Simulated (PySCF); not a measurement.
Computed with PySCF with PBE-D3(BJ)/def2-TZVP // PBE0-D4/def2-TZVP. Gas-phase values, no solvent. 

Reference species (SMILES): `BrB(Br)Br` (neutral, multiplicity 1).

```json
{
 "HOMO–LUMO gap": "4.09 eV",
 "HOMO": "-7.01 eV"
}
```

Changed species: `B` (3 of 3 Br replaced by H; the reference has 0 of 3 Br replaced by H).

Question: Give the shifts of the HOMO–LUMO gap and HOMO.

Answer: the HOMO–LUMO gap rises by 1.33 eV, to 5.42 eV; the HOMO falls by 1.46 eV, to -8.47 eV.
